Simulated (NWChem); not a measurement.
Molecule: C$_{3}$H$_{2}$N$_{2}$O; SMILES C1(=O)C=NC=N1

```xyz
8

O      0.0792    -1.9758     0.0000
C      0.0001    -0.7852     0.0000
C      1.1434     0.2344     0.0000
N      0.6678     1.4139     0.0000
C     -0.7667     1.1965     0.0000
N     -1.1943    -0.0047     0.0000
H      2.2101    -0.0077     0.0000
H     -1.4192     2.0752     0.0000
```
Atoms are numbered in this order, from 1.

Results from NWChem. Medium grid unless said otherwise, to which SCAN and Minnesota functionals are sensitive. Structure relaxed at the PBE0/def2-SVP level.

Problem. Order these by “orbital gap (eV)”, lowest first: Hartree-Fock/def2-TZVP; M06-2X/def2-TZVP; r2SCAN/def2-TZVP; B3LYP/def2-TZVP.

Solution. r2SCAN/def2-TZVP (2.26), B3LYP/def2-TZVP (4.00), M06-2X/def2-TZVP (6.99), Hartree-Fock/def2-TZVP (12.10)
